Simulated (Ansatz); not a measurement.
Saddle point of SnH$_{6}$S, closed shell (SnH₄S ([SH][SnH3]) + H₂ → SnH₄ + H₂S; bonds formed: Sn1–H7, S2–H6; bonds broken: Sn1–S2, H6–H7), PBE0-D4/def2-TZVP structure:

Sn1  (-0.812, -0.215, -0.393)
S2  (1.525, -0.562, 1.105)
H3  (-0.508, -1.609, -1.309)
H4  (-1.673, -0.420, 1.068)
H5  (-1.713, 0.953, -1.286)
H6  (1.259, 0.479, -0.206)
H7  (0.739, 0.937, -0.913)
H8  (1.182, 0.437, 1.936)
(Å)

Energies are electronic, without zero-point energy. Barriers and step energies count from the start structure reached by relaxing down the imaginary mode; all methods use the PBE0-D4 structures, on which another method's saddle can fall below an end. Program: Ansatz 0.2.0. Basis: def2-TZVPP, with def2-QZVPP for the basis limit. Cores are frozen in the correlated methods. Filled d shells of the heavier atoms are correlated. Core potentials replace the inner electrons of the atoms past krypton. The def2 sets are not built for correlating such inner shells, so the correlated values are less sure here. B3LYP uses VWN-RPA correlation. Extrapolation: Hartree–Fock as exp(−7.88 √X), correlation as X^−2.97.

```
      method  barrier (eV)  step energy (eV)
       SPW92         1.555             0.268
      PBE-D4         1.841             0.381
     BLYP-D4         1.984             0.381
   r2SCAN-D4         1.985             0.380
      B97M-V         2.002             0.260
     PBE0-D4             ?             0.351
    B3LYP-D4         2.126             0.348
  r2SCAN0-D4         2.125             0.354
    BHLYP-D4         2.342             0.319
CAM-B3LYP-D4             ?             0.275
     wB97X-V         2.296             0.310
     wB97M-V         2.253             0.315
      B2PLYP         2.245             0.346
    PBE-QIDH         2.232             0.353
  RPA on PBE             ?             0.265
          HF         2.798             0.237
         MP2         2.349             0.402
        CCSD         2.396             0.265
     CCSD(T)         2.302             0.302
```

Q: Fill in the withheld barriers. (To be estimated.)

A: The calculation gives: CAM-B3LYP-D4 2.234; PBE0-D4 2.032; RPA on PBE 2.263 eV. Each is the energy of the saddle less that of the start structure, by the same method.

For comparison, the barrier by CCSD(T) at an estimated basis limit (MP2 extrapolated from triple and quadruple zeta, plus CCSD(T) − MP2 in triple zeta) is 2.261 eV.

No T1 diagnostic of these runs exceeds 0.016.

Labels in which every atom is bracketed show which atoms are joined, not bond orders.

For scale, one of the runs: CCSD(T)/def2-TZVPP, 176 basis functions, launched by `ansatz run in.yaml --threads 2 --pin off --events-out ev --progress --plain --max-ram 4352MiB`. Hardware: 2 CPU threads, shared host. Wall time 33 s; peak host memory 1.7 GiB.
